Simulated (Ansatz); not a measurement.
`FC(F)(F)COBCl` + CH₃SH → `CSBCl` + `OCC(F)(F)F`  (ligand exchange at a B–O bond)

Gas-phase electronic energies from Ansatz, PBE0-D4/def2-TZVP geometries. CCSD(T)/CBS is the MP2 limit (def2-TZVPP, def2-QZVPP) plus CCSD(T) − MP2 in def2-TZVPP, frozen cores. This one scheme is used for every species. DFT in def2-TZVPP. HSE06 is defined as in plane-wave codes. One conformer a species, not always the lowest.

CCSD(T)/CBS gives +44.1 kJ/mol.

Task: Another level gave +37.9 kJ/mol. Which?
A. CCSD/def2-TZVPP
B. LC-ωPBE/def2-TZVPP
C. HSE06/def2-TZVPP
D. HF/def2-TZVPP

Result: C. HSE06 37.9, CCSD/def2-TZVPP 50.9, HF/def2-TZVPP 63.8, LC-ωPBE 45.2 kJ/mol.

Largest T1 diagnostic among the species: 0.013.

Leaving LDA and LC-ωPBE aside and taking each functional with its dispersion term where it has one, the values, not all of them listed here, spread over 21.0 kJ/mol, from revPBE-D4 to CAM-B3LYP-D4. LDA lies +3.7 kJ/mol from PBE without D4. At CCSD(T), def2-SVP lies +14.0 kJ/mol from the extrapolated value and def2-TZVPP +3.2 kJ/mol. From BLYP to BHLYP (50 % exact exchange), in def2-TZVPP and without D4, ΔE moves by +7.8 kJ/mol.
